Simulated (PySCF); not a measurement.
H₄AlFN₂, singlet, at a GFN2-xTB geometry (such geometries of metal compounds can be far from the true shape). Base run: PBE0/cc-pVDZ, polarisability (PySCF).

Input for PySCF:
```python
from pyscf import gto, scf, dft
from pyscf.prop import polarizability

mol = gto.M(
    atom='''
Al    0.021610    0.002700   -0.002795
F     1.648312    0.205921   -0.213184
N    -0.523158   -0.696669    1.531988
H    -1.479533   -0.875802    1.794048
H     0.094108   -0.976902    2.281019
N    -1.042868    0.501028   -1.329447
H    -2.048351    0.435068   -1.337770
H    -0.719777    0.898738   -2.200098
''',
    basis='cc-pvdz',
    charge=0,
    spin=0,
    verbose=4,
)

mf = dft.RKS(mol)
mf.xc = 'pbe0'
mf.kernel()
alpha = mf.Polarizability().polarizability()[2, 2]
print('alpha_zz =', alpha)
```

The base run was repeated with changes; each row names its change, and settings that it needs were set with it.

```tsv
change	alpha_zz (bohr³)	basis functions	core-seconds (rough)
base	37.38	80	20
functional = camb3lyp	36.79	80	40
basis = STO-3G	(withheld)	(withheld)	6
basis = def2-SVP	35.60	80	20
basis = 6-31G	34.68	48	9
functional = hf	(withheld)	80	2
functional = pbe	(withheld)	80	20
basis = 6-31+G*	40.07	84	20
functional = lda,vwn	40.14	80	10
finite field (a.u.) = 0.005; conv_tol = 1e-11	37.39	80	10
finite field (a.u.) = 0.02; conv_tol = 1e-11	37.57	80	20
basis = def2-SVPD	44.21	119	20
```

Task: Some entries are withheld; supply them.

Result: 
- basis = STO-3G, alpha_zz (bohr³): 22.59
- basis = STO-3G, basis functions: 28
- functional = hf, alpha_zz (bohr³): 32.33
- functional = pbe, alpha_zz (bohr³): 40.21

Finite-field rows take the second difference of the energy in a field along z; a small field with loose convergence shows SCF noise divided by the square of the field, and a large one adds hyperpolarisability.
